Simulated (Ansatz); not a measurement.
Relaxation of a periodic cell of 17 atoms, LiBe16 (host Be, host structure hcp, interstitial Li), to a largest force component of 0.03 eV/Å in at most 60 steps.

Method: DFT PBE, scalar-relativistic, plane waves, PAW in Ansatz 0.2.0. Settings: cutoff 420 eV, k mesh 5x5x3, gaussian smearing 0.05 eV, no spin polarisation.

```xyz
17
Lattice="-2.2900 -3.9664 0.0000 3.4350 -1.9832 0.0000 0.0000 0.0000 7.1769" Properties=species:S:1:pos:R:3
Be 0.000 -3.966 0.000
Be 0.000 -2.644 1.794
Be 0.000 -3.966 3.588
Be 0.000 -2.644 5.383
Be -1.145 -1.983 0.000
Be 2.290 -2.644 1.794
Be -1.145 -1.983 3.588
Be 2.290 -2.644 5.383
Be 1.145 -1.983 0.000
Be 1.145 -0.661 1.794
Be 1.145 -1.983 3.588
Be 1.145 -0.661 5.383
Be 0.000 0.000 0.000
Be 1.145 -4.627 1.794
Be 0.000 0.000 3.588
Be 1.145 -4.627 5.383
Li 1.160 -3.214 2.693
```

Problem. Where does it end, and by what steps?

Solution. It converged. Limits of this set-up: coarse k mesh. After 11 steps the energy has fallen by 4.664 eV; Be11 moved furthest, 1.14 Å.

```csv
step,energy less start (eV),largest force component (eV/Å),accepted
0,0.0000,4.695,yes
1,-1.9871,2.951,yes
2,-3.7222,0.615,yes
3,-3.7560,0.756,yes
4,-3.9655,0.177,yes
5,-4.1076,0.359,yes
6,-4.2613,0.317,yes
7,-4.4535,0.296,yes
8,-4.5860,0.161,yes
9,-4.6388,0.158,yes
10,-4.6614,0.067,yes
11,-4.6636,0.020,yes
```

```xyz
17
Lattice="-2.2900 -3.9664 0.0000 3.4350 -1.9832 0.0000 0.0000 0.0000 7.1769" Properties=species:S:1:pos:R:3
Be 0.075 -4.064 -0.052
Be 0.044 -2.717 1.711
Be -0.267 -3.977 3.548
Be 0.045 -2.721 5.362
Be -1.049 -2.094 -0.055
Be 2.513 -2.796 1.715
Be -1.167 -2.355 3.531
Be 2.511 -2.801 5.354
Be 1.261 -2.136 -0.049
Be 1.339 -0.841 1.728
Be 0.332 -1.192 3.542
Be 1.339 -0.852 5.357
Be 0.120 -0.104 -0.055
Be 1.213 -4.623 1.702
Be -0.510 0.416 3.524
Be 1.214 -4.634 5.357
Li 1.308 -2.744 3.533
```

Whether the end is a true minimum wasn't checked by a vibrational analysis.

The run took 75 s on 1 thread of Intel(R) Xeon(R) 6975P-C (Granite Rapids) (shared host), peak memory 0.5 GiB.
